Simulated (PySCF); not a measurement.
Al (SMILES [Al]), doublet; CAMB3LYP/def2-TZVP (PySCF).

PySCF was given this input:
```python
from pyscf import gto, scf, dft

mol = gto.M(
    atom='''
Al    0.000000    0.000000    0.000000
''',
    basis='def2-tzvp',
    charge=0,
    spin=1,
    verbose=5,
)

mf = dft.UKS(mol)
mf.xc = 'camb3lyp'
mf.kernel()
mf.analyze()
```

The log (banner, timings and long lists left out):

```
PySCF version 2.14.0

[INPUT] verbose = 5
[INPUT] max_memory = 4000
[INPUT] num. atoms = 1
[INPUT] num. electrons = 13
[INPUT] charge = 0
[INPUT] spin (= nelec alpha-beta = 2S) = 1
[INPUT] symmetry False subgroup None
[INPUT] Mole.unit = angstrom
[INPUT] Symbol           X                Y                Z      unit          X                Y                Z       unit  Magmom
[...]
[INPUT] ---------------- BASIS SET ----------------
[INPUT] l, kappa, [nprim/nctr], expnt,             c_1 c_2 ...
[INPUT] Al
[...]
                                5668.0682165      0.0044093016538
                                1289.8582841      0.022630967411
                                364.86596028      0.088025644295
                                118.57631515      0.25223701612
                                42.024867605      0.45960547169
                                15.499501629      0.33277886014
[...]
                                23.031408972      0.087906743952
                                3.6348797649      -0.34246704535
[...]
                                0.76103394581     0.5807101647
[...]
                                107.08195049      0.018568641823
                                34.131021255      0.087216237035
                                12.587037428      0.26902101523
                                4.9811919704      0.52128324272
[...]
                                0.333                1
[...]
nuclear repulsion = 0
number of shells = 13
number of NR pGTOs = 63
number of NR cGTOs = 37
basis = def2-tzvp
ecp = {}

******** <class 'pyscf.dft.uks.UKS'> ********
method = UKS
initial guess = minao
damping factor = 0
level_shift factor = 0
DIIS = <class 'pyscf.scf.diis.CDIIS'>
diis_start_cycle = 1
diis_space = 8
diis_damp = 0
SCF conv_tol = 1e-09
SCF conv_tol_grad = None
SCF max_cycles = 50
direct_scf = True
direct_scf_tol = 1e-13
number electrons alpha = 7  beta = 6
XC library pyscf.dft.libxc version 7.1.2
    S. Lehtola, C. Steigemann, M. J. T. Oliveira, and M. A. L. Marques,  SoftwareX 7, 1–5 (2018)
XC functionals = camb3lyp
    T. Yanai, D. P. Tew, and N. C. Handy,  Chem. Phys. Lett. 393, 51 (2004)
radial grids:
    Treutler-Ahlrichs [JCP 102, 346 (1995); DOI:10.1063/1.469408] (M4) radial grids

becke partition: Becke, JCP 88, 2547 (1988); DOI:10.1063/1.454033
pruning grids: <function nwchem_prune>
grids dens level: 3
symmetrized grids: False
atomic radii adjust function: <function treutler_atomic_radii_adjust>
small_rho_cutoff = 0
[...]
converged SCF energy = -242.367981512557  <S^2> = 0.75605328  2S+1 = 2.0060442
Total Energy =                        -242.367981512557236
[...]
0 Al 3dyz       -0.00000  -0.00000
0 Al 3dz^2      -0.00000   0.00000
0 Al 3dxz       -0.00000  -0.00000
0 Al 3dx2-y2    -0.00000   0.00000
0 Al 4dxy       -0.00000  -0.00000
0 Al 4dyz       -0.00000   0.00000
0 Al 4dz^2       0.00000   0.00000
0 Al 4dxz       -0.00000   0.00000
0 Al 4dx2-y2    -0.00000  -0.00000
0 Al 4f-3        0.00004   0.00001
0 Al 4f-2       -0.00003  -0.00006
0 Al 4f-1        0.00004  -0.00001
0 Al 4f+0       -0.00000  -0.00004
0 Al 4f+1       -0.00003   0.00000
0 Al 4f+2        0.00002  -0.00002
0 Al 4f+3       -0.00003   0.00005

To work with the spin densities directly, `use mulliken_meta_spin()` only printing them here.

 ** Mulliken spin pop alpha/beta on meta-lowdin orthogonal AOs **
 ** Mulliken Spin Density (per AO)  **
spin_pop of  0 Al 1s       -0.00000
spin_pop of  0 Al 2s        0.00001
spin_pop of  0 Al 3s        0.00041
spin_pop of  0 Al 4s        0.00009
spin_pop of  0 Al 5s       -0.00001
spin_pop of  0 Al 2px       0.00001
spin_pop of  0 Al 2py       0.00003
spin_pop of  0 Al 2pz       0.00001
spin_pop of  0 Al 3px       0.26322
spin_pop of  0 Al 3py       0.56313
spin_pop of  0 Al 3pz       0.16854
spin_pop of  0 Al 4px       0.00084
spin_pop of  0 Al 4py       0.00180
spin_pop of  0 Al 4pz       0.00054
spin_pop of  0 Al 5px       0.00047
spin_pop of  0 Al 5py       0.00101
spin_pop of  0 Al 5pz       0.00030
spin_pop of  0 Al 6px       0.00002
spin_pop of  0 Al 6py       0.00005
spin_pop of  0 Al 6pz       0.00002
spin_pop of  0 Al 3dxy     -0.00025
spin_pop of  0 Al 3dyz     -0.00016
spin_pop of  0 Al 3dz^2    -0.00003
spin_pop of  0 Al 3dxz     -0.00008
spin_pop of  0 Al 3dx2-y2   -0.00004
spin_pop of  0 Al 4dxy      0.00003
spin_pop of  0 Al 4dyz      0.00002
spin_pop of  0 Al 4dz^2     0.00000
spin_pop of  0 Al 4dxz      0.00001
spin_pop of  0 Al 4dx2-y2    0.00001
spin_pop of  0 Al 4f-3     -0.00000
spin_pop of  0 Al 4f-2      0.00000
spin_pop of  0 Al 4f-1     -0.00000
spin_pop of  0 Al 4f+0      0.00000
spin_pop of  0 Al 4f+1     -0.00000
spin_pop of  0 Al 4f+2     -0.00000
spin_pop of  0 Al 4f+3      0.00000
 ** Mulliken Spin Density (per atom)  **
spin density of  0 Al =      1.00000
 ** Mulliken pop alpha/beta on meta-lowdin orthogonal AOs **
 ** Mulliken pop       alpha | beta **
[...]
In total             7.00000 | 6.00000
 ** Mulliken atomic charges   ( Nelec_alpha | Nelec_beta ) **
charge of  0Al =     -0.00000  (     7.00000      6.00000 )
Dipole moment(X, Y, Z, Debye): -0.00000, -0.00000,  0.00000
```
